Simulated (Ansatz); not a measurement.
`C[SiH2][SiH](Cl)Cl` + GeH₄ → `C[SiH2][GeH3]` + dichlorosilane at 700 K and 1 bar (formal exchange of groups at the Si–Si bond).

Gas-phase electronic energies from Ansatz, PBE0-D4/def2-TZVP geometries. CCSD(T)/CBS is the MP2 limit (def2-TZVPP, def2-QZVPP) plus CCSD(T) − MP2 in def2-TZVPP, frozen cores. For Ge outer-core shells are correlated without core-valence functions, which leaves a few kJ/mol of doubt a bond. Scalar relativity is left out up to krypton. One conformer a species, not always the lowest.

| species | CCSD(T)/CBS energy (Eh) | H − E (kJ/mol) | S (J/(mol·K)) |
| --- | --- | --- | --- |
| `C[SiH2][SiH](Cl)Cl` | -1539.48961 | 264.8 | 528.7 |
| GeH₄ | -2078.49493 | 112.9 | 267.3 |
| `C[SiH2][GeH3]` | -2408.05773 | 280.1 | 460.4 |
| `Cl[SiH2]Cl` | -1209.93203 | 98.0 | 351.1 |

H − E and S are ideal-gas, rigid-rotor, harmonic terms from PBE0-D4/def2-TZVP, for one conformer and one mirror image of each species. 1 Eh = 2625.50 kJ/mol, R = 8.31446 J/(mol·K).

**Question.** By hand: ΔE, ΔH, ΔS and ΔG.

**Answer.** ΔE = (-2408.05773) + (-1209.93203) − (-1539.48961) − (-2078.49493) = -0.00522 Eh = -13.7 kJ/mol. Δ(H − E) = 280.1 + 98.0 − 264.8 − 112.9 = 0.4, so ΔH = -13.3 kJ/mol. ΔS = 460.4 + 351.1 − 528.7 − 267.3 = 15.5 J/(mol·K). ΔG = -13.3 − 700 × (15.5)/1000 = -24.1 kJ/mol.

**Question.** By hand: the equilibrium constant, and the temperature at which ΔG would vanish if ΔH and ΔS stayed fixed.

**Answer.** log₁₀ K = −ΔG/(RT ln 10) = 1.8. ΔH and −TΔS have one sign here, so there is no such temperature.

TΔS isn't small against ΔH here. A doubt of 5 kJ/mol in ΔE shifts log₁₀ K by 0.4 here. Other conformers and mirror images would add mixing entropy, several J/(mol·K) or more a flexible species. Modes under 60 cm⁻¹, often nearly free rotors, make the harmonic entropy too high. These are equilibria of isolated gas molecules and say nothing of rates. Largest T1 diagnostic: 0.012 (customary marks: 0.02 for closed shells, 0.045 for open ones).
